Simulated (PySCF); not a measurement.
C8H13NSn.
Numbering: `[CH3:1][Sn:2]([CH3:3])([CH3:4])[c:5]1[cH:6][cH:7][n:8][cH:9][cH:10]1` (hydrogens: H11, H12, H13 on C1; H14, H15, H16 on C3; H17, H18, H19 on C4; H20 on C6; H21 on C7; H22 on C9; H23 on C10)

Theory: PBE0-D3(BJ)/def2-SVP geometry optimisation, gas phase, def2 core potentials past Kr in PySCF 2.14.0.

Entries marked ? are missing. Bonds in one row agree within 0.01 Å.

```csv
coordinate,value
"C1–Sn2, Sn2–C3, Sn2–C4",?
Sn2–C5,?
"C5–C6, C5–C10",?
"C6–C7, C9–C10",?
"C7–N8, N8–C9",1.330 Å
C1–H11 and 8 like bonds,1.099 Å
"C6–H20, C10–H23",1.094 Å
"C7–H21, C9–H22",1.097 Å
C1–Sn2–C3,110.3°
C1–Sn2–C4,111.8°
C1–Sn2–C5,?
Sn2–C5–C6,121.7°
C6–C5–C10,116.6°
C5–C6–C7,119.5°
C6–C7–N8,?
C7–N8–C9,?
```

Question: Estimate the withheld lengths and angles.

Answer: 
- C1–Sn2, Sn2–C3, Sn2–C4 = 2.152 Å, drawn single (ends: methyl carbon; tin bonded to 4 C); equal to the sum of covalent radii, 2.15 Å.
- Sn2–C5 = 2.160 Å, drawn single (ends: tin bonded to 4 C; substituted aromatic carbon); 0.04 Å above the sum of covalent radii, 2.12 Å.
- C5–C6, C5–C10 = 1.400 Å, aromatic (substituted aromatic carbon to aromatic CH carbon); 0.06 Å below the sum of covalent radii, 1.46 Å.
- C6–C7, C9–C10 = 1.396 Å, aromatic (aromatic CH carbon to aromatic CH next to a ring nitrogen); 0.06 Å below the sum of covalent radii, 1.46 Å.
- C1–Sn2–C5 = 108.0°, at the tin bonded to 4 C; the outer atoms are 3.489 Å apart.
- C6–C7–N8 = 123.6°, at the aromatic CH next to a ring nitrogen, inside a 6-membered ring; the outer atoms are 2.402 Å apart.
- C7–N8–C9 = 117.3°, at the pyridine-type nitrogen, inside a 6-membered ring; the outer atoms are 2.272 Å apart.

Radii are Cordero's, carbon taken as 0.76, 0.73 or 0.69 Å for four, three, and two or fewer neighbours.

Stationary, but not proved a minimum.

Shape of the structure used: `[CH3:1][Sn:2]([CH3:3])([CH3:4])[c:5]1[cH:6][cH:7][n:8][cH:9][cH:10]1`: C1–Sn2–C5–C6 -136°.
